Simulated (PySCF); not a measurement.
## Potential energy of CaBr along the bond

Set-up: basis Ca 6-31G(d,p), Br 6-31G(d,p); no relativity; PySCF 2.14. Energies in eV from Ca + Br in their ground configurations at the same level. All curves are PBE0. state 1: ²Σ⁺ (doublet), unpaired electrons σ ↑; state 2: ²Π (doublet), unpaired electrons π ↑, a second solution, started from another occupation; state 3: quartet, unpaired electrons σ ↑, π ↑↑, a mixture of terms (⟨Lz²⟩ = 2.0), a second solution, started from another occupation.

```csv
R (Å),state 1,state 2,state 3
2.230,-3.056,-1.443,3.8023
2.334,-3.517,-1.902,3.0908
2.437,-3.767,-2.152,2.5941
2.515,-3.855,-2.242,2.3244
2.593,-3.879,-2.270,2.1210
2.671,-3.856,-2.251,1.9687
2.775,-3.772,-2.174,1.8252
2.904,-3.608,-2.020,1.6963
3.060,-3.363,-1.789,1.6127
3.267,-3.002,-1.449,1.5683
```

Task: Put a parabola through the three lowest points of the state 1 curve and estimate Re, k and ωe (reduced mass 26.53 u; 1 eV/Å² = 0.16022 mdyn/Å; ωe = 1302.8·√(k/μ) cm⁻¹).

Result: Through R = 2.515, 2.593, 2.671 Å the second-order coefficient is 3.86 eV/Å², so Re ≈ 2.594 Å, k ≈ 1.24 mdyn/Å and ωe ≈ 281 cm⁻¹. A polynomial fit of higher order to the unrounded PBE0 energies gives Re = 2.591 Å, k = 1.27 mdyn/Å, ωe = 285 cm⁻¹; anharmonicity and rounding make the difference.

The higher-order fit for each curve: state 1: Re = 2.591 Å, ωe = 285 cm⁻¹, De = 3.88 eV; state 2: Re = 2.597 Å, ωe = 278 cm⁻¹, minimum 2.27 eV below the ground-state fragments. State 3 gave no clean fit.

Spin–orbit coupling is left out. Counting both spins, an empty level lies below a filled one in some of these solutions, because spin and occupation are held. The state is the lowest determinant that a PBE0 search found; another state may lie lower at other levels.
